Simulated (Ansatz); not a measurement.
Relaxation of BrClH6OW (10 atoms, charge 0, multiplicity 1), to a largest force component of 0.03 eV/Å in at most 50 steps.

These are results of RKS PBE0-D4/def2-SVP (Ansatz 0.2.0), not measurements.

```xyz
10
Properties=species:S:1:pos:R:3
W 0.012 -0.055 0.229
Cl 1.484 -0.609 2.004
H 0.999 -1.131 -0.578
H 0.720 0.642 -1.115
O -1.798 0.471 -0.020
H -2.032 1.018 0.751
H -0.482 -1.624 0.089
H -0.398 -0.666 -1.247
Br 0.601 3.055 2.262
H 1.343 1.843 2.744
```

Task: Where does it end, and by what steps?

Result: The forces met the threshold. After 10 steps the energy has fallen by 0.264 eV; Br9 moved furthest, 0.64 Å. Joined: W1–Br9 (3.76 → 2.98 Å).

```csv
step,energy less start (eV),largest force component (eV/Å),accepted
0,0.0000,1.346,yes
1,-0.1274,0.423,yes
2,-0.1947,0.282,yes
3,-0.2501,0.140,yes
4,-0.2344,0.264,no
5,-0.2598,0.111,yes
6,-0.2540,0.279,no
7,-0.2626,0.082,yes
8,-0.2638,0.038,yes
9,-0.2615,0.139,no
10,-0.2642,0.030,yes
```

```xyz
10
Properties=species:S:1:pos:R:3
W 0.086 0.085 0.290
Cl 1.506 -0.592 2.067
H 1.046 -1.022 -0.500
H 0.772 0.762 -1.091
O -1.761 0.535 0.119
H -2.032 1.148 0.823
H -0.404 -1.498 0.199
H -0.384 -0.611 -1.129
Br 0.463 2.610 1.826
H 1.157 1.525 2.517
```

Whether the end is a true minimum wasn't checked by a vibrational analysis.

Time of the run: 39 s on 4 threads of Arm Neoverse V1 (shared host), peak memory 0.35 GiB.
